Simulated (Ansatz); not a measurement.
All values below come from frozen-core CCSD(T)/cc-pVTZ // B3LYP-D3(BJ)/def2-TZVP (Ansatz, a program for electronic structure). The geometry is that of the parent before the electron was removed.

Ansatz 0.2 input:
```yaml
crystal:
  periodic: [false, false, false]
  atoms:
    - { symbol: C, position_ang: [-0.378195, -0.651838, -0.261304] }
    - { symbol: C, position_ang: [0.893946, -0.320764, 0.537806] }
    - { symbol: O, position_ang: [0.635304, 1.099216, 0.444874] }
    - { symbol: C, position_ang: [-0.573626, 0.873063, -0.316193] }
    - { symbol: H, position_ang: [-0.211509, -1.134259, -1.222139] }
    - { symbol: H, position_ang: [-1.142246, -1.198428, 0.287601] }
    - { symbol: H, position_ang: [1.839411, -0.590091, 0.060093] }
    - { symbol: H, position_ang: [0.906067, -0.661013, 1.576337] }
    - { symbol: H, position_ang: [-1.454583, 1.259309, 0.202645] }
    - { symbol: H, position_ang: [-0.514568, 1.324805, -1.309718] }
basis:
  gaussian: { orbitals: cc-pVTZ }
correlation:
  method: ccsd_t
total_charge: 1
magnetization:
  spin_polarized: true
  initial_magnetization: 1
```

Output:

```
Functional definition: HF
1167 factors; integrals over basis functions are off by at most 1.1e-3 eV
mean field evaluation 1: about -5209.1677 eV, gradient 3.1e1 eV
mean field evaluation 2: about -5209.1697 eV, gradient 3.1e1 eV
mean field evaluation 4: about -5214.4940 eV, gradient 5.2e0 eV
mean field evaluation 8: about -5215.5692 eV, gradient 5.8e-1 eV
mean field evaluation 16: about -5212.6563 eV, gradient 2.3e1 eV
mean field evaluation 32: about -5210.2195 eV, gradient 2.0e1 eV
mean field evaluation 64: about -5213.9198 eV, gradient 2.8e-1 eV
mean field evaluation 96: about -5213.9192 eV, gradient 1.1e-1 eV
mean field evaluation 128: about -5212.7575 eV, gradient 3.5e0 eV
mean field evaluation 160: about -5210.7628 eV, gradient 1.3e-2 eV
mean field evaluation 192: about -5209.6660 eV, gradient 9.5e-4 eV
mean field evaluation 224: about -5215.5725 eV, gradient 1.4e-1 eV
mean field -5215.57281264 eV, -191.6687656223 hartree, gradient 2.1e-6 eV, S^2 0.764689; 7 other end points of the search recorded, 0 dependent functions left out
determinant -5215.57281264 eV, -191.6687656223 hartree, with singles and doubles -5235.66120499 eV, -192.4070004247 hartree
determinant -5213.91929990 eV, -191.6080001501 hartree, with singles and doubles -5234.09407858 eV, -192.3494095916 hartree
determinant -5212.89066576 eV, -191.5701985424 hartree, with singles and doubles -5233.39494782 eV, -192.3237170099 hartree
4 core orbitals not correlated
reference -5215.57281264 eV, -191.6687656223 hartree; 12, 11 occupied and 188, 189 virtual orbitals, 1167 factors
second order -18.54061044 eV of doubles, -0.00000000 eV of singles
cycle   1  -19.81244709 eV  change    -1.8e0 eV  update   2.6e-2
cycle   2  -19.86156130 eV  change   -4.9e-2 eV  update   8.0e-3
cycle   3  -19.86358999 eV  change   -2.0e-3 eV  update   4.5e-3
cycle   4  -19.86923962 eV  change   -5.6e-3 eV  update   3.2e-3
cycle   5  -19.87520890 eV  change   -6.0e-3 eV  update   1.7e-3
cycle   6  -19.87730394 eV  change   -2.1e-3 eV  update   8.2e-4
cycle   7  -19.87758568 eV  change   -2.8e-4 eV  update   1.7e-4
cycle   8  -19.87771465 eV  change   -1.3e-4 eV  update   1.1e-4
cycle   9  -19.87764396 eV  change    7.1e-5 eV  update   4.3e-5
cycle  10  -19.87763036 eV  change    1.4e-5 eV  update   1.9e-5
perturbative correction -0.80528367 eV, -0.0295936290 hartree
Total energy: -5236.25572667 eV, -192.4288486937 hartree
```

Cost: roughly 2.6 core-minutes.
